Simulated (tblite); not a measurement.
Compound: C9H7N.
InChI=1S/C9H7N/c1-2-4-9-7-10-6-5-8(9)3-1/h1-7H

Structure optimised with GFN2-xTB, isolated species.

Masses are those of the commonest isotopes; rigid-rotor values at the optimised geometry. 

Give the principal moments of inertia and the rotational constants in MHz.

Ia = 155.71, Ib = 403.04, Ic = 558.76 u·Å²; 505379 MHz·u·Å²/I gives A = 3246, B = 1254, C = 904.5 MHz.

What kind of rotor is it?

An asymmetric top: κ = (2 × 1254 − 3246 − 904.5)/(3246 − 904.5) = -0.70.

What does the inertial defect say?

Planar: Δ = Ic − Ia − Ib = 0.00 u·Å². For a rigid frame Δ = −2 Σ m c², so it vanishes when all atoms lie in the ab plane; here none is more than 0.01 Å from it.

Where do the levels up to J = 5 lie, in cm⁻¹?

Above 0(0,0):
J = 1: 1(0,1) 0.0720, 1(1,1) 0.1384, 1(1,0) 0.1501
J = 2: 2(0,2) 0.2146, 2(1,2) 0.2708, 2(1,1) 0.3057, 2(2,1) 0.5050, 2(2,0) 0.5064
J = 3: 3(0,3) 0.4251, 3(1,3) 0.4684, 3(1,2) 0.5383, 3(2,2) 0.7210, 3(2,1) 0.7279, 3(3,1) 1.0832, 3(3,0) 1.0833
J = 4: 4(0,4) 0.7001, 4(1,4) 0.7306, 4(1,3) 0.8464, 4(2,3) 1.0079, 4(2,2) 1.0278, 4(3,2) 1.3737, 4(3,1) 1.3744, 4(4,1) 1.8773, 4(4,0) 1.8773
J = 5: 5(0,5) 1.0366, 5(1,5) 1.0563, 5(1,4) 1.2282, 5(2,4) 1.3648, 5(2,3) 1.4080, 5(3,3) 1.7375, 5(3,2) 1.7404, 5(4,2) 2.2403, 5(4,1) 2.2404, 5(5,1) 2.8878, 5(5,0) 2.8878
Those of J = 1 are B + C, A + C and A + B.

Its GFN2-xTB frequencies are all real (lowest 153 cm⁻¹). These are rigid-rotor constants of the computed structure; measured ground-state constants (B0) also hold zero-point vibration.
